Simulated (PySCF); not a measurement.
Correlation energy of Ne (neon, neutral)

[Ne], closed-shell 1S. Calculation: PySCF 2.14, in cc-pVTZ (4s3p2d1f, 30 functions); no relativity, point nucleus. Frozen: 1s2; 8 electrons correlated.

MP2 pair energies summed by pair of shells (mhartree):

```csv
pair,energy,share (%)
2p-2p,-189.20,71.6
2s-2p,-65.56,24.8
2s-2s,-9.56,3.6
```

Total MP2 correlation energy: -264.32 mhartree.

Same-spin part -69.31 and opposite-spin part -195.01 mhartree; SCS-MP2 scales them by 1/3 and 6/5 to -257.12 mhartree.

| level | correlation energy (mhartree) |
| --- | --- |
| CCSD | -266.35 |
| (T) | -4.25 |
| CCSD(T) | -270.60 |

Diagnostics: T1 = 0.0045, D1 = 0.0070, largest double amplitude 0.036.

Cost of the coupled-cluster step: 0.19 s of wall time on 1 thread of Neoverse-N1 (shared host), for 8 correlated electrons.
